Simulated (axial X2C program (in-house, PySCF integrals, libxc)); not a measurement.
TaBr⁺: from the spin-free to the two-component result

Calculated with an in-house all-electron X2C program for linear molecules (integrals from PySCF). Spin-free means the one-electron spin-free X2C Hamiltonian; two-component (2c) means X2C with spin–orbit coupling and atomic mean-field two-electron Coulomb and Gaunt terms, so the difference of the two also holds small scalar two-electron terms. Basis: Ta dyall-cv3z [13s14p9d7f4g], Br dyall-cv3z [8s9p6d4f1g] (cores contracted in-house); Gaussian nuclei, density fitting, unrestricted open shells. Masses: Ta 180.948 u, Br 78.918 u.

Spin-free state: M_S = 3/2, Λ = 0 (beyond evenly filled blocks: σα, δ+α, δ-α); fragments Ta+ + Br.

```json
{"level": "PBE0", "Re (Å)": "2.295", "ωe (cm⁻¹)": "325.7", "De (eV)": "4.225", "μ (D)": "-3.54"}
{"level": "B97-3", "Re (Å)": "2.311", "ωe (cm⁻¹)": "316.7", "De (eV)": "4.229", "μ (D)": "-3.71"}
```

Dipoles are positive if Br is the positive end and refer to the centre of mass.

Two-component determinant lowest at the distance of the search:

Ω = 3/2 (⟨Sz⟩ = 1.48, ⟨Lz⟩ = 0.02 at PBE0); fragments Ta+ + Br.

```tsv
level	Re (Å)	ωe (cm⁻¹)	μ (D)
PBE0	2.296	324.3	-3.55
B97-3	2.314	314.5	-3.70
```

Question: From the two tables, how do the constants change at the PBE0 level (2c against spin-free)?

Answer: At the PBE0 level Re increases by 0.001 Å and ωe decreases by 1.4 cm⁻¹.

The state is one determinant whose occupation by symmetry is held fixed; it was picked as the lowest of a PBE0 search that is not exhaustive. Dissociation energies refer to the lowest single-determinant-based atoms at the same level and basis. De is not given where an atomic determinant may have missed its ground term or J level, or where the truncated virtual space spoils (T). Density functionals use the spin component along the axis (collinear). PBE0 can misorder states that lie within some tenths of an eV, so this need not be the ground state of the molecule. The nearest other spin-free determinant of the search, M_S = 3/2, Λ = 3, lies 0.49 eV up at the distance of the search. Without a current term, density functionals place determinants with orbital angular momentum somewhat too high. With several unpaired electrons one determinant need not be a pure state. This is the top spin component of a Σ state; components of lower Ω are not single determinants and can lie lower.
